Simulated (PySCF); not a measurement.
Ligands exchanged one at a time, In H-CH3. Gas-phase values, no solvent. Strings in code marks are SMILES.

The T1 excitation (TDA) from two functionals at the same geometries (PBE0-D4/def2-TZVP), both in PySCF: PBE-D3(BJ)/def2-TZVP and PBE0-D4/def2-TZVP. Excitations are Tamm–Dancoff values on a coarser integration grid. The basis has no diffuse functions, so Rydberg states are missing or too high.

```json
[
 {"species": "1 of 3 H replaced by CH3 (`[CH3][InH2]`)", "PBE0-D4/def2-TZVP (eV)": "4.33"},
 {"species": "2 of 3 H replaced by CH3 (`[CH3][InH][CH3]`)", "PBE0-D4/def2-TZVP (eV)": "4.36"},
 {"species": "3 of 3 H replaced by CH3", "PBE0-D4/def2-TZVP (eV)": "4.53"}
]
```

Task: What does PBE-D3(BJ)/def2-TZVP give for each?

Result: 
- 1 of 3 H replaced by CH3 (`[CH3][InH2]`): 3.97
- 2 of 3 H replaced by CH3 (`[CH3][InH][CH3]`): 3.99
- 3 of 3 H replaced by CH3: 4.14
Over these rows, drawn at random from the members with no instability flagged (it was tested for open shells, ions and some series alone), PBE minus PBE0-D4: mean -0.37 eV, from -0.38 eV to -0.36 eV.
